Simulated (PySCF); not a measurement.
Al(OH)(OMe)(NH2) (CH₆AlNO₂), SMILES [NH2][Al]([OH])[O]C.

The structure is a stationary point at r2SCAN-D4/def2-SVP. Other conformers were not sampled.

Level of theory: PBE/def2-TZVP (PySCF).

The molecule is in vacuum.

```json
{
  "total_energy": "-489.17914 hartree",
  "highest_occupied_level": "-5.82 eV",
  "lowest_empty_level": "-0.94 eV",
  "orbital_gap": "4.88 eV",
  "dipole_moment": "1.16 D",
  "quadrupole, principal values (traceless, Buckingham form, about the centre of nuclear charge)": "-3.53, -2.70, 6.23 D·Å",
  "mean_static_polarisability": "52.1 bohr³ (7.72 Å³)",
  "polarisability_principal_values": "44.6, 52.6, 59.0 bohr³"
}
```
